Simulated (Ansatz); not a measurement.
The cluster Li₂Al₃⁻. Total charge -1; singlet. Geometry relaxed at PBE-D4/def2-TZVPD.

```xyz
5

Li    1.366   -0.863    0.811
Li   -0.152    1.838    0.143
Al    1.199    0.123   -1.712
Al   -1.245   -0.754    1.639
Al   -1.168   -0.344   -0.881
```

At PBE0-D4/def2-TZVPD a triplet of charge -1 lies 0.23 eV below the restricted singlet, each at its own geometry. The structure comes from a short search, and lower isomers may exist.

(1) Estimate the harmonic wavenumbers at RKS PBE-D4/def2-TZVPD (Ansatz, unscaled). Is this a minimum?

Answers

(1) 68, 101, 138, 148, 260, 282, 311, 338, 352 cm⁻¹. Yes, no mode is imaginary beyond noise. Zero-point energy 11.9 kJ/mol. It took 53 s on 4 threads of Arm Neoverse N1 on a shared host.
